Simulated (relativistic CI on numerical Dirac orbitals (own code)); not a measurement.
Er3+: 4p photoemission

Computed with this model: Dirac-Coulomb-Breit CI, orbitals from a KLI potential per configuration, model QED (radiative potential, 1s self-energy scaled to tabulated hydrogen-like ionisation energies), valence Slater integrals scaled by 0.9, multiplet model of photoemission in the sudden approximation; configurations [Xe] 4f11 → [Ar] 3d10 4s2 4p5 4d10 4f11 5s2 5p6; 80 K; Lorentzian 2.5 eV and Gaussian 0.7 eV FWHM. Energies are those of the free ion, without screening or charge transfer. The energies are binding energies and can lie tens of eV above those of solids. S is read from ⟨S²⟩ = S(S + 1).

Computed curve for free ion, scaled to 100 at the maximum (points under 2 are left out and the grid is thinned):

```tsv
Energy (eV)	Intensity
348.0	2.3
348.8	2.6
350.0	3.2
350.8	3.7
351.6	4.4
352.8	5.9
353.6	7.4
354.4	9.7
355.6	15.7
356.4	23.6
357.6	51.8
358.4	85.7
359.2	100.0
360.4	82.9
361.2	80.0
362.0	84.9
363.2	64.8
364.0	49.9
364.8	44.0
366.0	43.4
366.8	46.0
367.6	54.0
368.8	56.0
369.6	51.1
370.8	36.2
371.6	25.7
372.4	17.8
373.6	10.0
374.4	7.3
375.2	5.6
376.4	4.1
377.2	3.5
378.0	3.0
379.2	2.5
380.0	2.2
380.8	2.0
398.0	2.3
398.8	2.6
400.0	3.2
400.8	3.9
401.6	4.7
402.8	6.8
403.6	9.2
404.4	13.2
405.6	26.3
406.4	45.4
407.2	69.6
408.4	91.9
409.2	82.4
410.0	56.0
411.2	37.2
412.0	28.4
413.2	17.1
414.0	11.6
414.8	8.1
416.0	5.2
416.8	4.1
417.6	3.3
418.8	2.5
419.6	2.1
```

The ground state has S = 1.48, and the centroid lies at 378.40 eV.
